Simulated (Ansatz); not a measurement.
`CCC(C)CC(C)CC(C)C`. Charge 0, multiplicity 1. Geometry PBE-D4/def2-SVP.

Cartesian coordinates in Å:
```
C 2.010 3.119 -1.479
C 0.886 2.389 -2.217
C 0.375 1.100 -1.541
C -0.623 0.381 -2.457
C -0.221 1.392 -0.151
C -0.802 0.202 0.638
C -1.413 0.702 1.953
C 0.255 -0.893 0.870
C -0.196 -2.153 1.634
C -1.367 -2.864 0.945
C 0.988 -3.109 1.822
H 2.383 3.980 -2.069
H 2.873 2.445 -1.292
H 1.681 3.515 -0.497
H 1.236 2.127 -3.240
H 0.024 3.079 -2.365
H 1.259 0.434 -1.409
H -1.550 0.982 -2.583
H -0.194 0.218 -3.467
H -0.921 -0.610 -2.061
H 0.554 1.876 0.484
H -1.025 2.154 -0.275
H -1.627 -0.235 0.031
H -0.626 1.103 2.628
H -2.140 1.520 1.769
H -1.947 -0.097 2.504
H 1.116 -0.437 1.411
H 0.663 -1.223 -0.112
H -0.535 -1.841 2.648
H -1.651 -3.788 1.489
H -1.095 -3.159 -0.092
H -2.271 -2.226 0.882
H 1.367 -3.468 0.841
H 1.833 -2.613 2.343
H 0.702 -4.002 2.415
```

**Question.** Estimate the orbital energies around the gap (eV) in Ansatz with LDA (SPW92)/def2-TZVP, PBE-D4/def2-SVP, r2SCAN-D4/def2-TZVP, PBE0-D4/def2-SVP, r2SCAN0-D4/def2-TZVP.

**Answer.** 
| orbital | LDA (SPW92)/def2-TZVP | PBE-D4/def2-SVP | r2SCAN-D4/def2-TZVP | PBE0-D4/def2-SVP | r2SCAN0-D4/def2-TZVP |
| --- | --- | --- | --- | --- | --- |
| HOMO−13 | -9.24 | -9.09 | -9.54 | -10.64 | -10.92 |
| HOMO−12 | -9.15 | -9.01 | -9.46 | -10.56 | -10.84 |
| HOMO−11 | -8.97 | -8.84 | -9.28 | -10.37 | -10.65 |
| HOMO−10 | -8.67 | -8.55 | -8.97 | -10.06 | -10.32 |
| HOMO−9 | -8.51 | -8.38 | -8.79 | -9.88 | -10.12 |
| HOMO−8 | -8.37 | -8.24 | -8.64 | -9.72 | -9.96 |
| HOMO−7 | -8.23 | -8.10 | -8.49 | -9.57 | -9.80 |
| HOMO−6 | -8.14 | -8.00 | -8.38 | -9.46 | -9.68 |
| HOMO−5 | -7.83 | -7.68 | -8.02 | -9.09 | -9.29 |
| HOMO−4 | -7.72 | -7.58 | -7.94 | -8.99 | -9.21 |
| HOMO−3 | -7.58 | -7.45 | -7.79 | -8.85 | -9.05 |
| HOMO−2 | -7.24 | -7.12 | -7.46 | -8.49 | -8.69 |
| HOMO−1 | -7.19 | -7.05 | -7.38 | -8.41 | -8.60 |
| HOMO | -7.11 | -6.97 | -7.27 | -8.32 | -8.48 |
| LUMO | -0.03 | 0.71 | 0.81 | 1.56 | 1.38 |
| LUMO+1 | 0.39 | 1.10 | 1.25 | 1.97 | 1.83 |
| LUMO+2 | 0.51 | 1.26 | 1.36 | 2.14 | 1.94 |
| LUMO+3 | 0.60 | 1.37 | 1.46 | 2.25 | 2.02 |
| LUMO+4 | 1.05 | 1.77 | 1.92 | 2.67 | 2.52 |
| LUMO+5 | 1.19 | 1.87 | 2.06 | 2.79 | 2.66 |
